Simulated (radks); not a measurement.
The barium ion Ba12+, 44 electrons, occupied as [Kr] 4d8. Calculated with a radial shooting solver on a logarithmic mesh with Libxc functionals: non-relativistic Kohn-Sham, LB94 model potential, spin-polarised, spherical densities, point nucleus; open shells are filled with parallel spins first (spin-orbit coupling, left out, can overturn this in heavy ions); relativity is left out, which matters for an element this heavy.

Unscreened Slater integrals over Kohn-Sham orbitals (eV). They are taken over the spin-up orbitals.

\begin{tabular}{lr}
integral & value \\ \hline
F0(4d,4d) & 32.503 \\
F2(4d,4d) & 16.676 \\
F4(4d,4d) & 11.209 \\
F0(4d,4p) & 33.394 \\
F2(4d,4p) & 17.286 \\
G1(4d,4p) & 21.916 \\
G3(4d,4p) & 13.791 \\
F0(4d,4s) & 33.806 \\
G2(4d,4s) & 17.003 \\
F0(4p,4p) & 34.402 \\
F2(4p,4p) & 18.146 \\
F0(4p,4s) & 34.849 \\
G1(4p,4s) & 23.860 \\
F0(4s,4s) & 35.324 \\
\end{tabular}

Derived for the open shells (J is the average intra-shell exchange parameter used in DFT+U). 4d: Racah B = F2/49 - 5 F4/441 = 0.2132 eV, C = 35 F4/441 = 0.8896 eV, C/B = 4.17, F4/F2 = 0.672, J = (F2 + F4)/14 = 1.992 eV.
